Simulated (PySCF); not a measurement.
Distorted geometries of Tl2O2F2

Tl2O2F2 (singlet). PySCF 2.14.0, RKS PBE0, Tl def2-SVP with ECP60, O def2-SVP, F def2-SVP; non-relativistic Hamiltonian with scalar-relativistic core potentials where named; density fitting; no spin-orbit coupling. Relaxed geometry:

```xyz
6

Tl    0.1885    0.0000    1.5452
Tl   -0.1885    0.0000   -1.5452
O     1.4436    0.0000   -0.0447
O    -1.4436    0.0000    0.0447
F    -0.3278    0.0000    3.4739
F     0.3278    0.0000   -3.4739
```

Problem. Order these distorted geometries by energy above the relaxed one, lowest first.
A.
```xyz
6

Tl    0.0809   -0.0343    1.5439
Tl   -0.1500   -0.0206   -1.4886
O     1.5347   -0.0072   -0.1263
O    -1.5086    0.0285    0.1402
F    -0.3316    0.0358    3.4301
F     0.3745   -0.0021   -3.4993
```
B.
```xyz
6

Tl    0.1831    0.0090    1.5745
Tl   -0.1838   -0.0407   -1.5407
O     1.4487    0.0358   -0.0352
O    -1.4236    0.0034    0.0435
F    -0.3190   -0.0145    3.4319
F     0.2946    0.0071   -3.4742
```
C.
```xyz
6

Tl    0.1255    0.0839    1.5287
Tl   -0.2162   -0.0657   -1.5124
O     1.3028   -0.0507   -0.0550
O    -1.2787   -0.0288   -0.0611
F    -0.3356   -0.0379    3.5460
F     0.4022    0.0992   -3.4460
```

Solution. B (0.08 eV), A (0.40 eV), C (1.07 eV).

Problem. Which forces (eV/Å) act in the one that lies 1.07 eV up?

Solution. 
```
Tl   0.10 -0.36  2.97
Tl   3.32  0.20 -7.76
O    2.50  0.10  0.40
O   -5.86  0.08  4.81
F    0.26  0.22 -1.47
F   -0.32 -0.25  1.06
```
Forces carry noise of the integration grid, about 0.01 to 0.03 eV/Å.
